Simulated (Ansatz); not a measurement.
Two structures of ZnH3SOF, closed shell, reached by relaxing down either side of one saddle point (PBE0-D4/def2-TZVP). Energies are electronic, without zero-point energy. Computed with Ansatz 0.2.0 (basis: def2-TZVPP and def2-QZVPP); correlated methods freeze the cores. The 3s and 3p shells of Cu and Zn are frozen; filled d shells are correlated. Extrapolation: Hartree–Fock as exp(−7.88 √X), correlation as X^−2.97. First:

```
atom    x (Å)    y (Å)    z (Å)
 Zn1   0.0993  -0.7709   0.7095
  F2   0.3154  -0.6097   2.4578
  O3   0.1043  -1.3493  -0.9916
  H4   0.2698   2.2427   0.2731
  S5  -0.8239   1.5350  -0.0543
  H6   0.3876  -2.2553  -1.1237
  H7  -0.3523   1.2076  -1.2709
```

Second:

Zn1  (-0.357, -0.380, -0.564)
F2  (0.522, 0.173, 1.770)
O3  (-0.062, -2.083, -0.958)
H4  (0.149, 0.968, 1.414)
S5  (-0.888, 1.735, -0.382)
H6  (0.407, -2.564, -0.273)
H7  (0.228, 2.150, -1.007)
(Å)

Problem. Which bonds change from the first to the second?

Solution. ZnHOF ([OH][Zn][F]) + H₂S → ZnH₂SO ([OH][Zn][SH]) + HF; bonds formed: F2–H4; dative contacts that become bonds: Zn1–S5; bonds broken: Zn1–F2, H4–S5.

Problem. Give the saddle point's structure and its height above each. (To be estimated.)

Solution. The calculation gives: 8.52 kcal/mol above the first and 11.73 kcal/mol above the second (CCSD(T) at an estimated basis limit (MP2 extrapolated from triple and quadruple zeta, plus CCSD(T) − MP2 in triple zeta)).
Zn1  (-0.093, -0.544, -0.045)
F2  (0.486, 0.247, 1.622)
O3  (-0.080, -2.065, -0.983)
H4  (-0.097, 1.304, 1.014)
S5  (-0.842, 1.725, -0.220)
H6  (0.354, -2.792, -0.531)
H7  (0.272, 2.124, -0.858)
(Å)

T1 diagnostic: at most 0.016.

Exchanges of this kind with a chalcogen hydride build sulfide and selenide films.

Labels in which every atom is bracketed show which atoms are joined, not bond orders.

For scale, one of the runs: CCSD(T)/def2-TZVPP, 210 basis functions, launched by `ansatz run in.yaml --threads 4 --pin off --events-out ev --progress --plain --max-ram 9574MiB`. Time: 90 s of wall clock on 4 CPU threads of an Arm Neoverse V1; the host was shared. Peak host memory: 2.9 GiB.
